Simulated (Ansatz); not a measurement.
Cost and result for the atomization energy of `[OH][SnH2][OH]` (7 atoms, 6 bonds).

Cartesian coordinates in Å:
```
O -0.2549 -1.6400 -0.2879
Sn 0.0330 0.2890 -0.5020
O 0.1887 1.0593 1.2959
H 0.4670 -2.0837 0.1633
H 1.5414 0.6243 -1.2096
H -1.3770 0.8156 -1.2911
H -0.5983 0.9354 1.8315
```

Charge 0, multiplicity 1. Correlated methods include outer-core shells of Sn, which these sets cover unevenly. Sn takes the def2 core potential. The structure was optimised at the PBE0-D4/def2-TZVP level. It is one conformer, not always the lowest. Program: Ansatz. All runs use 4 threads of an Arm Neoverse V2 on a shared host. Times are those of one run each, without the atoms' runs, and a repeat can differ threefold. Electronic energies, without spin–orbit coupling; frozen cores. CCSD(T)/CBS adds CCSD(T) − MP2 in def2-TZVPP to the MP2 limit, and its time is that of the two runs behind it. T1 = 0.014. With those shells the extrapolation isn't a true limit. B3LYP takes the VWN-RPA correlation (the form of Gaussian; ORCA's B3LYP/G).

CCSD(T)/CBS is a level of theory with its own doubt, some kJ/mol a heavy atom from the limit and from the frozen cores, so smaller differences don't rank the functionals.

| level | functions | wall time |
| --- | --- | --- |
| BLYP-D4/def2-TZVPP | 168 | 0.9 s |
| PBE0-D4/def2-TZVPP | 168 | 1.1 s |
| CCSD(T)/def2-SVP | 74 | 1.4 s |
| B3LYP-D4/def2-TZVPP (with forces) | 168 | 1.6 s |
| r2SCAN-D4/def2-TZVPP (with forces) | 168 | 2 s |
| r2SCANh-D4/def2-TZVPP | 168 | 2 s |
| PBE-QIDH/def2-TZVPP | 168 | 2.1 s |
| ωB97X-V/def2-TZVPP | 168 | 3.4 s |
| B97M-V/def2-TZVPP | 168 | 3.4 s |
| ωB97M-V/def2-TZVPP (with forces) | 168 | 4.5 s |
| MP2/def2-QZVPP | 316 | 5.5 s |
| CCSD(T)/def2-TZVPP | 168 | 28 s |
| CCSD(T)/CBS(def2) | – | 34 s |

Question: What atomization energy does each give, and how far from CCSD(T)/CBS? (An estimate is asked.)

Answer: The calculation gave: 
```tsv
level	atomization (kcal/mol)	difference from CCSD(T)/CBS	per bond
BLYP-D4/def2-TZVPP	505.2	-9.4	-1.6
PBE0-D4/def2-TZVPP	494.6	-20.0	-3.3
CCSD(T)/def2-SVP	459.8	-54.8	-9.1
B3LYP-D4/def2-TZVPP (with forces)	501.4	-13.2	-2.2
r2SCAN-D4/def2-TZVPP (with forces)	504.5	-10.1	-1.7
r2SCANh-D4/def2-TZVPP	498.3	-16.3	-2.7
PBE-QIDH/def2-TZVPP	493.2	-21.4	-3.6
ωB97X-V/def2-TZVPP	509.0	-5.6	-0.9
B97M-V/def2-TZVPP	511.1	-3.5	-0.6
ωB97M-V/def2-TZVPP (with forces)	505.8	-8.8	-1.5
MP2/def2-QZVPP	513.1	-1.5	-0.3
CCSD(T)/def2-TZVPP	495.5	-19.1	-3.2
CCSD(T)/CBS(def2)	514.6	0.0	0.0
```

Leaving LDA and LC-ωPBE aside and taking each functional with its dispersion term where it has one, the values, not all of them listed here, spread over 32.0 kcal/mol, from BHLYP-D4 to B97M-V. LDA lies +81.5 kcal/mol from PBE without D4, its usual overbinding. The D4 term adds +3.9 kcal/mol with B3LYP and +2.0 kcal/mol with PBE0; it sums over pairs of atoms, weighted by their polarisabilities, and B3LYP, whose exchange is more repulsive, gets the larger term. From PBE to PBE0 (25 % exact exchange), in def2-TZVPP and without D4, the atomization energy moves by −15.7 kcal/mol: exact exchange takes away binding that semilocal exchange gives to molecules.

Spin–orbit coupling would lower the free Sn atoms strongly, and the atomization energy with them, by more than many differences here. For some Ge, Se and Sn compounds the MP2-based and the directly extrapolated limit differ by 10 to 25 kJ/mol.
